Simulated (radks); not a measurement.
Trend from K to Kr: ionisation energy by Delta-SCF between NIST ground configurations, and size. Calculated with a radial shooting solver on a logarithmic mesh with Libxc functionals: Dirac Kohn-Sham, PBE, spin-unpolarised, spherical densities, finite nucleus; open shells fill j = l - 1/2 first; Fermi nuclear charge, rms radius of each element as measured or else 0.836 A^(1/3) + 0.57 fm.

| species | configuration | IE (eV) | NIST (eV) | kind | -e(HOMO) (eV) | outermost | <r> outermost (bohr) |
|---|---|---|---|---|---|---|---|
| K | [Ar] 4s1 | 4.314 | 4.341 | exp. | 2.319 (4s1/2) | 4s1/2 | 5.01 |
| Ca | [Ar] 4s2 | 6.309 | 6.113 | exp. | 3.766 (4s1/2) | 4s1/2 | 4.02 |
| Sc | [Ar] 3d1 4s2 | 6.895 | 6.561 | exp. | 3.246 (3d3/2) | 4s1/2 | 3.72 |
| Ti | [Ar] 3d2 4s2 | 7.344 | 6.828 | exp. | 4.274 (3d3/2) | 4s1/2 | 3.51 |
| V | [Ar] 3d3 4s2 | 7.176 | 6.746 | exp. | 4.698 (4s1/2) | 4s1/2 | 3.35 |
| Cr | [Ar] 3d5 4s1 | 6.896 | 6.767 | exp. | 2.856 (3d5/2) | 4s1/2 | 3.44 |
| Mn | [Ar] 3d5 4s2 | 8.412 | 7.434 | exp. | 5.103 (4s1/2) | 4s1/2 | 3.10 |
| Fe | [Ar] 3d6 4s2 | 8.726 | 7.902 | exp. | 5.289 (4s1/2) | 4s1/2 | 2.99 |
| Co | [Ar] 3d7 4s2 | 6.561 | 7.881 | exp. | 5.467 (4s1/2) | 4s1/2 | 2.89 |
| Ni | [Ar] 3d8 4s2 | 6.421 | 7.640 | exp. | 5.641 (4s1/2) | 4s1/2 | 2.81 |
| Cu | [Ar] 3d10 4s1 | 8.149 | 7.726 | exp. | 4.610 (4s1/2) | 4s1/2 | 2.94 |
| Zn | [Ar] 3d10 4s2 | 9.889 | 9.394 | exp. | 5.978 (4s1/2) | 4s1/2 | 2.65 |
| Ga | [Ar] 3d10 4s2 4p1 | 5.767 | 5.999 | exp. | 2.622 (4p1/2) | 4p1/2 | 3.39 |
| Ge | [Ar] 3d10 4s2 4p2 | 7.532 | 7.899 | exp. | 3.947 (4p1/2) | 4p1/2 | 2.87 |
| As | [Ar] 3d10 4s2 4p3 | 8.979 | 9.789 | exp. | 5.047 (4p3/2) | 4p3/2 | 2.58 |
| Se | [Ar] 3d10 4s2 4p4 | 10.657 | 9.752 | exp. | 6.346 (4p3/2) | 4p3/2 | 2.32 |
| Br | [Ar] 3d10 4s2 4p5 | 12.346 | 11.814 | exp. | 7.675 (4p3/2) | 4p3/2 | 2.12 |
| Kr | [Kr] | 14.058 | 14.000 | exp. | 9.041 (4p3/2) | 4p3/2 | 1.96 |

Reference values: NIST Atomic Spectra Database (measured). Spin polarisation and multiplet splitting are left out, so open shells lie too high by an amount that depends on their filling.

Beside tabulated values, note that spin-unpolarised runs miss the spin-polarisation part of the exchange energy of open shells.
